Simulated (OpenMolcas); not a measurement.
An atom or ion with 15 electrons was computed by SS-RASPT2, IPEA 0.25 Eh, imaginary shift 0.1 Eh with spin-orbit coupling (OpenMolcas, ANO-RCC-VQZP, DKH2). The lowest levels that the run gave, each within 12 % of the measured value where one is at hand:

| J | Parity | E (cm-1) | g |
| --- | --- | --- | --- |
| 3/2 | odd | 0.0 | 2.002 |
| 3/2 | odd | 18370 | 0.802 |
| 5/2 | odd | 18420 | 1.200 |
| 1/2 | odd | 30450 | 0.666 |
| 3/2 | odd | 30500 | 1.332 |
| 5/2 | even | 98850 | 1.601 |
| 3/2 | even | 99400 | 1.735 |
| 1/2 | even | 99720 | 2.670 |
| 3/2 | even | 124680 | 0.800 |
| 5/2 | even | 124690 | 1.201 |

Which ion is it, and what are the configurations and terms?

Cl2+ (Z = 17, charge +2; active space 5 electrons in 9 orbitals (RAS2 3s 3p; RAS3 3d, at most 2 electrons)). J, parity and g give the terms where levels are pure, and mixed ones are named by the computed weights; the size of the splittings, set against known spectra of the 15-electron sequence, gives the charge. In order, with the measured energies in cm-1 (Moore, Atomic Energy Levels, vol. I, NSRDS-NBS 35 (1971 reprint of NBS Circular 467, 1949)): 3s2 3p3 4S* 3/2, 3s2 3p3 2D* 3/2 (18053), 3s2 3p3 2D* 5/2 (18120), 3s2 3p3 2P* 1/2 (29812), 3s2 3p3 2P* 3/2 (29907), 3s 3p4 4P 5/2 (98520), 3s 3p4 4P 3/2 (99130), 3s 3p4 4P 1/2 (99475), 3s 3p4 2D 3/2, 3s 3p4 2D 5/2.

Term energies are means over components that CASPT2 splits; among the terms shown or strongly mixed into the levels shown the widest spread is 33 cm-1 (3s 3p4 2D). The run also gave levels led by 3s2 3p2 3d, which use shells meant for correlation; these and all levels above them are left out. Some terms mix strongly with configurations of 3d, whose occupation reaches 0.31 (3s 3p4 4P, 3s 3p4 2D). Measured partners are found by configuration, term and J. A level has none where our copy of the source lacks it or the pairing is in doubt (some pairs that miss far off the trend of their configuration count as doubtful), and it then counts in no deviation. Only configurations of the active space appear.

* marks odd parity.
